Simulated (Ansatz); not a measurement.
Ansatz results at the PBE0-D4/def2-TZVP geometry: LUMO energy (ωB97M-V/def2-TZVPP) 1.86 eV; HOMO–LUMO gap (PBE/def2-TZVPP) 4.66 eV; HOMO energy (ωB97M-V/def2-TZVPP) -8.69 eV.

(1) Which molecule gave them?
A. `CCc1ccccc1`
B. `Cc1ccc(C)cc1`
C. `[BH3-]C#[N+]C`
D. `CC/C=C\Cl`

Results:

(1) B. The others give `CCc1ccccc1`: 1.87, 4.95, -9.03; `CC/C=C\Cl`: 2.12, 5.07, -9.33; `[BH3-]C#[N+]C`: 1.72, 5.73, -10.33.
